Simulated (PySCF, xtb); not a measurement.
TaF5, SMILES [F][Ta]([F])([F])([F])[F], multiplicity 1.

GFN2-xTB (xtb 6.7.1) at its own geometry gives an orbital gap of 6.48 eV and a dipole moment of 0.00 D.

Coordinates come from a PBE0-D3(BJ)/def2-SVP optimisation. The multiplicity is an assumed one; no other spin state was optimised. The isomer is the one that the SMILES or the coordinates give; other isomers of the formula were not compared. The def2 effective core potentials stand for the cores of Ta; spin–orbit coupling is left out.

### Question
What does ωB97X/def2-TZVP in PySCF give? (Estimate from the structure and the level; the computed values follow.)

### Answer
gap 14.54 eV (levels -14.81 and -0.28 eV), dipole 0.00 D.
